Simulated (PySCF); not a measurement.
Run record: geometry optimisation, `BrCl` (BrCl).

Computed with BHandHLYP/def2-TZVP geometry optimisation, gas phase (PySCF 2.14.0). Start geometry: GFN2-xTB. A driver script takes a list of jobs; this job's settings line and coordinates (Å) are shown.

Input:
```
{"job": {"xc": "BHandHLYP", "basis": "def2-TZVP", "grid": 1, "kind": "geom"}, "charge": 0, "multiplicity": 1}
Cl     1.069195    -0.002889    -0.002844
Br    -1.066438     0.004158    -0.011304
```

Output:
```
step   0  E = -3034.33548744  max force = 0.000548
step   1  E = -3034.33548777  max force = 0.000270
optimisation converged
```

Energies in Eh; «max force» is the largest Cartesian gradient component in Eh/bohr.

In short: final energy -3034.33549 Eh after 1 step; dipole 0.49 D.

Question: Give the final coordinates.

Answer: 0.001 Å rms from the input after alignment:
```
atom  x, y, z in Å
Cl1    1.0699   -0.0115    0.0072
Br2   -1.0676    0.0125   -0.0215
```

Question: How long does this job take on Intel Xeon Platinum 8375C at 2.90 GHz, one thread, shared host with 128 logical CPUs at a one-minute load of 6.4? And the peak memory of the process?

Answer: About 2.1 s, with 0.37 GiB resident at the peak, the Python interpreter and its libraries included.
Labels such as C1 count atoms from 1, the log's own numbers from 0.
